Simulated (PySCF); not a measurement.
An excited-state job on `FC[C@@H](CC#[N+][AlH2-][F])F`.

Method: TDDFT CAM-B3LYP/def2-SVPD, vertical, gas phase, core orbitals frozen in the response (PySCF 2.14.0, density-fitted response routines). Geometry: GFN2-xTB. The input is one job of a driver script: a line of settings, then coordinates in Å.

Command:
```bash
OMP_NUM_THREADS=1 python probes_run.py task.json out
```

Input:
```
{"job": {"kind": "uv", "xc": "CAM-B3LYP", "basis": "def2-SVPD", "nstates": 8, "ntriplets": 3}, "charge": 0, "multiplicity": 1}
F     -2.552460    -1.636677     0.072297
C     -2.562969    -0.281943     0.245042
C     -1.133414     0.257655     0.141264
F     -1.196214     1.619537     0.279268
C     -0.514432    -0.081107    -1.230497
C      0.896650     0.131511    -1.185536
N      2.026470     0.307623    -1.095166
Al     3.288167     0.121673     0.486644
F      2.120825    -0.404394     1.558213
H     -3.200468     0.146450    -0.535788
H     -2.981207    -0.070490     1.233225
H     -0.505063    -0.124189     0.956105
H     -0.708702    -1.133444    -1.458236
H     -0.964358     0.548962    -2.003761
H      3.745924     1.579138     0.672769
H      4.233653    -0.971362    -0.043438
```

**Question.** Estimate the output.

**Answer.** 
```
coarse grid: 14632 points
cycle   1  E = -752.5099169774  dE =  9.796e-01  |g| = 9.449e-01  |ddm| = 5.167e+00
cycle   2  E = -752.3355832780  dE =  1.743e-01  |g| = 1.427e+00  |ddm| = 2.078e+00
cycle   3  E = -752.6881774714  dE = -3.526e-01  |g| = 1.400e-01  |ddm| = 1.198e+00
cycle   4  E = -752.6905147991  dE = -2.337e-03  |g| = 9.419e-02  |ddm| = 1.907e-01
cycle   5  E = -752.6922652248  dE = -1.750e-03  |g| = 1.224e-02  |ddm| = 1.003e-01
cycle   6  E = -752.6922937956  dE = -2.857e-05  |g| = 4.723e-03  |ddm| = 1.939e-02
cycle   7  E = -752.6922979123  dE = -4.117e-06  |g| = 1.329e-03  |ddm| = 6.158e-03
final grid: 140136 points
cycle   8  E = -752.8005729805  dE = -3.860e-05  |g| = 4.401e-03  |ddm| = 7.104e-02
cycle   9  E = -752.8005718515  dE =  1.129e-06  |g| = 5.392e-03  |ddm| = 1.073e-02
cycle  10  E = -752.8005767043  dE = -4.853e-06  |g| = 5.532e-04  |ddm| = 4.425e-03
cycle  11  E = -752.8005767459  dE = -4.167e-08  |g| = 3.558e-04  |ddm| = 8.803e-04
cycle  12  E = -752.8005767686  dE = -2.267e-08  |g| = 1.168e-04  |ddm| = 4.229e-04
cycle  13  E = -752.8005767716  dE = -2.991e-09  |g| = 1.631e-05  |ddm| = 1.391e-04
cycle  14  E = -752.8005767717  dE = -6.412e-11  |g| = 5.219e-06  |ddm| = 3.352e-05
converged SCF energy = -752.8005767717

Static polarisability (au): isotropic 81.481, principal 69.618 72.276 102.550

Singlet excitations
state   eV       nm        f      main configurations
  1   5.7378    216.1   0.00360   H->L 0.96
  2   6.4060    193.5   0.09065   H->L+1 0.96
  3   7.2288    171.5   0.00580   H->L+6 0.29, H->L+4 0.17, H->L+7 0.17
  4   7.2589    170.8   0.04035   H->L+2 0.49, H->L+6 0.26, H->L+3 0.15
  5   7.3897    167.8   0.10797   H-1->L 0.92
  6   7.5984    163.2   0.00298   H-7->L 0.29, H-4->L 0.19, H-6->L 0.09
  7   7.8091    158.8   0.00438   H-1->L+1 0.62
  8   7.9604    155.8   0.01139   H-2->L 0.42, H-7->L+1 0.14, H-7->L 0.09

Triplet excitations (Tamm-Dancoff, eV): 5.6171 5.9436 6.4201
```

The SCF starts on a coarse grid where the log names one; the energy can jump when the final grid takes over, and dE then counts from the start density on the new grid. H and L stand for HOMO and LUMO; the number after each pair is its weight.

**Question.** Give S1 in cm⁻¹ and kJ/mol.

**Answer.** 5.7378 eV × 8065.54 = 46278 cm⁻¹; × 96.485 = 553.6 kJ/mol.

**Question.** How does the lowest singlet excitation compare with the HOMO–LUMO gap?

**Answer.** HOMO -8.88 eV and LUMO -0.29 eV give a gap of 8.59 eV; S1 at 5.74 eV lies 2.85 eV below it.

Main results: HOMO -8.88 eV, LUMO -0.29 eV; lowest singlet 5.74 eV; lowest triplet 5.62 eV (Tamm–Dancoff); mean polarisability 81.5 au.

On one thread of an Intel Xeon Platinum 8375C at 2.90 GHz, shared host with 128 logical CPUs at a one-minute load of 47, this took 74 s of wall time and 1.2 GiB of memory at its peak.

One conformer stands for the species.
Labels such as C1 count atoms from 1, the log's own numbers from 0.
